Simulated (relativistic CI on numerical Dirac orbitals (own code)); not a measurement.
Calculated at this level of theory: Dirac-Coulomb-Breit CI, KLI orbitals optimised for each configuration, model QED (radiative potential, 1s self-energy scaled to tabulated hydrogen-like ionisation energies), unscaled Slater integrals (own radial code, finite nucleus).

The strongest absorption lines from the ground level of an ion, among the configurations computed and to levels below about 6750 eV (vacuum wavelength in Å, gf): 1.8400 (0.05), 1.8443 (0.027), 2.0485 (0.12), 2.0589 (0.065), 2.7130 (0.46), 2.7568 (0.27), 35.449 (0.13), 117.84 (0.019).

Problem. Which ion is it?
A. I50+
B. La54+
C. In46+
D. Nb38+

Solution. C. In46+ has 3 electrons and the ground level 2s ²S1/2; the strongest line goes to 3p ²P°3/2. The pattern of lines fixes the number of electrons, and along that sequence the line energies rise steadily with the charge (about as its square where n changes within one kind of shell, about linearly where n is kept but much faster in heavy ions where fine structure, which grows about as Z⁴, sets the gap, and irregularly where shells cross), which fixes Z. Configurations outside the model, such as inner-shell arrays, can give stronger lines. At this charge energies of transitions that change n are usually good to better than 1 %, and those within a shell (Δn = 0) to a few per cent.
